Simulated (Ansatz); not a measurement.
Basis sets compared for CrCl5OH⁴⁻ (relaxed from a model of [Cr(OH)Cl5]4-, whose bonding it doesn't keep). Charge -4, multiplicity 5. Geometry PBE-D4/def2-SVPD, loosely relaxed. Ansatz on 4 threads of Arm Neoverse N1 on a shared host; times are rough, and most runs start from earlier orbitals.

| atom | x (Å) | y (Å) | z (Å) |
| --- | --- | --- | --- |
| Cr1 | 1.008 | 1.565 | -0.921 |
| O2 | -0.332 | 0.300 | -0.379 |
| H3 | 0.190 | -0.521 | -0.288 |
| Cl4 | 2.741 | 3.050 | -1.918 |
| Cl5 | 3.309 | 3.286 | 20.782 |
| Cl6 | -8.914 | -10.728 | -15.804 |
| Cl7 | -0.618 | 3.387 | -0.739 |
| Cl8 | 2.616 | -0.339 | -0.733 |

The 6-31G sets use Cartesian d functions. A multiply charged anion in the gas phase is held together partly by the finite basis. At HF/STO-3G, PBE-D4/def2-SVPD, PBE-D4/def2-TZVPD, PBE0-D4/def2-SVPD and others the highest occupied level of the charge -4 quintet lies above zero (up to 5.59 eV). In Hartree–Fock with STO-3G the lack of diffuse functions raises the level. Its loss leaves the charge -3 quartet, which lies 2.64 eV lower (vertical, at PBE-D4/def2-TZVPD), but this difference is unsure: the quartet is doubtful (⟨S²⟩ 4.07, where a pure state has 3.75). The geometry of the charge -4 quintet is only loosely relaxed. In the quintet geometry the species has come apart into loosely held pieces. The order of the spin states hangs on the level: the triplet lies 0.28 eV below the quintet at PBE-D4/def2-TZVPD, but 0.79 eV above it at HF/STO-3G. The triplet is doubtful at PBE-D4/def2-TZVPD (⟨S²⟩ 2.87, where a pure state has 2.00). The triplet is doubtful at HF/STO-3G (⟨S²⟩ 2.99, where a pure state has 2.00).

| level | functions | energy (Eh) | HOMO (eV) | LUMO (eV) | wall time |
| --- | --- | --- | --- | --- | --- |
| HF/STO-3G | 69 | -3379.3916 | 5.59 | 20.65 | 1.8 s |
| HF/6-31G | 105 | -3416.2317 | -0.77 | 11.01 | 5.5 s |
| PBE-D4/def2-SVPD | 200 | -3419.4456 | 5.40 | 6.93 | 8.5 s |
| PBE0-D4/def2-SVPD | 200 | -3419.6539 | 3.33 | 7.83 | 16 s |

Question: Estimate the rows for PBE-D4/def2-TZVPD, PBE0-D4/def2-TZVPD.

Answer: 
```csv
level,functions,energy (Eh),HOMO (eV),LUMO (eV),wall time
PBE-D4/def2-TZVPD,327,-3420.4217,5.53,6.84,13 s
PBE0-D4/def2-TZVPD,327,-3420.6185,3.51,7.36,51 s
```
